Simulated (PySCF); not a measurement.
# How methods differ on the interval between two levels of Au⁺

Au⁺ [Xe] 4f14 5d10 → Au⁺ [Xe] 4f14 5d9 6p1 [3F4, M_J = 4], as a difference of total energies. All numbers are calculated (PySCF 2.14, the two-component X2C-1e Hamiltonian, in x2c-TZVPall-2c (11s11p10d2f, 108 functions)). Correlated levels: [Kr] 4d10 4f14 frozen; the 34 highest virtual spinors dropped. "Screened" scales the spin-orbit matrix elements by Boettger's factors to mimic the two-electron term; Breit and QED terms are absent.

```json
{"method": "GHF (screened spin-orbit)", "interval between two levels (cm⁻¹)": "65627"}
{"method": "GMP2 (screened spin-orbit)", "interval between two levels (cm⁻¹)": "72564"}
```

The labels give the starting determinants; with spin-orbit coupling the two ends relaxed to ⟨J²⟩ = 0.00, ⟨L²⟩ = 0.18, ⟨S²⟩ = 0.18 and ⟨J²⟩ = 20.27, ⟨L²⟩ = 12.32, ⟨S²⟩ = 2.23.
